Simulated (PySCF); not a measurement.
# How methods differ on the excitation energy of N(2+)

N(2+) [He] 2s2 2p1 (2P) → N(2+) [He] 2s1 2p2 (4P), as a difference of total energies. Calculation: PySCF 2.14, in dyall-acv3z (15s9p4d2f, 76 functions); scalar relativity by spin-free X2C-1e. Correlated levels: valence: 1s2 frozen; virtual orbitals above 40 to 60 times the deepest correlated orbital energy dropped. The calculations carry no spin-orbit coupling.

```
           method  excitation energy (eV)
              UHF                   5.161
    MP2 (valence)                   6.423
SCS-MP2 (valence)                   6.888
   CCSD (valence)                   7.050
CCSD(T) (valence)                   7.078
```

Task: How much does correlation contribute at CCSD(T) (valence)?

Result: 7.078 − (5.161) = 1.917 eV, measured against UHF.
